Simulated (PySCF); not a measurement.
Structure from 2D NMR

Compound of formula C$_{8}$H$_{16}$BP. Correlations simulated from computed shifts and the bond graph:

HSQC (one-bond C–H):
| δH | δC |
| --- | --- |
| 7.16 | 148.1 |
| 6.42 | 130.2 |
| 2.83 | 33.3 |
| 2.14 | 12.1 |
| 1.13 | 23.3 |
| 1.10 | 22.8 |

COSY cross peaks (H two or three bonds apart, from the bond graph; peaks can be absent where the dihedral angle is near 90°):
| δH | δH |
| --- | --- |
| 7.16 | 6.42 |
| 6.42 | 6.00 |
| 6.00 | 1.14 |
| 2.83 | 1.13 |
| 2.83 | 1.10 |

HMBC (two and three bonds, from the bond graph):
| δH | δC |
| --- | --- |
| 7.16 | 163.1, 137.3, 130.2, 33.3 |
| 6.42 | 163.1, 148.1, 137.3 |
| 6.00 | 163.1, 148.1, 137.3, 130.2, 12.1 |
| 2.83 | 163.1, 148.1, 137.3, 23.3, 22.8 |
| 2.14 | 163.1, 137.3 |
| 1.14 | 137.3, 130.2 |
| 1.13 | 163.1, 33.3, 22.8 |
| 1.10 | 163.1, 33.3, 23.3 |

Carbons without hydrogens: δ 163.1, 137.3.

PySCF calculation with PBE0-D3(BJ)/def2-SVP geometry and σ from GIAO-PBE/pcSseg-1; non-relativistic, a single conformation, fast rotation and ring inversion assumed for equivalent nuclei, no solvent.

Scale: ¹H, ¹³C against TMS (reference shieldings calculated alike).

Exchangeable hydrogens are left out of these lists.

Which molecule is this?

Results:

`[BH3-][P@@H+]1C=CC(C(C)C)=C1C`.

Mapped SMILES: `[BH3-:1][P@@H+:2]1[CH:3]=[CH:4][C:5]([CH:6]([CH3:7])[CH3:8])=[C:9]1[CH3:10]`; H(Xn) means a hydrogen on atom n.

1. δC 163.1 is C5, a fully substituted alkene carbon.
2. δC 148.1 is C4, an alkene CH (δH 7.16).
3. δC 137.3 is C9, a fully substituted alkene carbon.
4. δC 130.2 is C3, an alkene CH (δH 6.42).
5. δC 33.3 is C6, an allylic sp3 CH (δH 2.83).
6. δC 23.3 is C7, a methyl carbon (δH 1.13).
7. δC 22.8 is C8, a methyl carbon (δH 1.10).
8. δC 12.1 is C10, an allylic methyl carbon (δH 2.14).
9. HMBC from δH 7.16 reaches the proton-free carbons C5, C9.
10. HMBC from δH 6.42 reaches the proton-free carbons C5, C9.
11. HMBC from δH 6.00 reaches the proton-free carbons C5, C9.
12. HMBC from δH 2.83 reaches the proton-free carbons C5, C9.
13. COSY links 7.16–6.42, 6.42–6.00, 6.00–1.14, 2.83–1.13, 2.83–1.10.

The shifts were computed for this structure.

Hydrogens on boron are broadened and split by ¹¹B (spin 3/2, 80 %) and 10B (spin 3). Shifts are as computed. Against solution values, carbons near 30 ppm lie about +2 ppm off and those near 130 ppm about +2 ppm. Of 1313 compounds with measured shifts, 239 miss one by over three times the rms of a fit or turn the order of signals round; such compounds aren't used in these exercises.
